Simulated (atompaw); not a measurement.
## What one change does to a pseudopotential (manganese (Mn), PAW (atompaw))

| Item | Value |
| --- | --- |
| Element | manganese |
| Generator | atompaw 4.2.0.5 |
| Type | PAW |
| Functional | PBE |
| Relativity | scalar-relativistic |
| Frozen core | [Ar] |
| Valence charge | 7 |
| Reference configuration | 3d5 4s1.5 4p0.5 |
| Partial waves | 4s (bound); 4s channel at 3.7 Ry; 4p (bound); 4p channel at 1.2 Ry; 3d (bound); 3d channel at 0.1 Ry |
| Local potential | troulliermartins scheme with l = 3 at 0 Ry, radius 2.80 bohr |
| Core correction | smooth core density matched at 2.15 bohr |
| Augmentation charge | gaussian compensation charge, radius 2.40 bohr; PAW radius 3.00 bohr; waves and projectors: bloechl |

Change: local potential vpsmatchnc scheme with l = 3 at 0 Ry, radius 2.80 bohr.

Cutoffs: the cutoffs (Ry, on a coarse ladder) from which the occupation-weighted sum of valence levels, in a spherical-Bessel basis at the reference potential, stays within 10 and 1 mRy of its value at 400 Ry; they do not see the model core or the augmentation charge, which bear on the density cutoff.

Problem. What does the change do?

Solution. The potential gets harder (21 Ry and 25 Ry → 30 Ry and 40 Ry); the range in which the s phases agree narrows (upper end at the end of the scan → 2.8); neither file shows a bound ghost.

| quantity | base | changed |
| --- | --- | --- |
| cutoff, loose | 21 Ry | 30 Ry |
| cutoff, tight | 25 Ry | 40 Ry |
| loose cutoff by channel (10 mRy a level) | s 6 Ry, p 6 Ry, d 18 Ry | s 8 Ry, p 6 Ry, d 21 Ry |
| bound ghosts | none | none |
| s: phases at 3.00 bohr within 0.05 rad from the reference energy up to (Ry; the scan ends near 5) | to the end of the scan | 2.8 |
| p: phases at 3.00 bohr within 0.05 rad from the reference energy up to (Ry; the scan ends near 5) | 0.9 | 0.5 |
| d: phases at 3.00 bohr within 0.05 rad from the reference energy up to (Ry; the scan ends near 5) | 3.5 | 3.6 |
| lowest overlap eigenvalue by channel | s 0.47, p 0.05, d 1.00 | s 0.31, p 0.04, d 1.00 |

Base: The 4s radius (0.90 bohr) lies inside the outermost node of the all-electron wave (1.05 bohr), which a nodeless pseudo-wave cannot match soundly. Changed file: The 4s radius (0.90 bohr) lies inside the outermost node of the all-electron wave (1.05 bohr), which a nodeless pseudo-wave cannot match soundly. The cutoffs see the waves, projectors and local potential, not the compensation charge or the core.
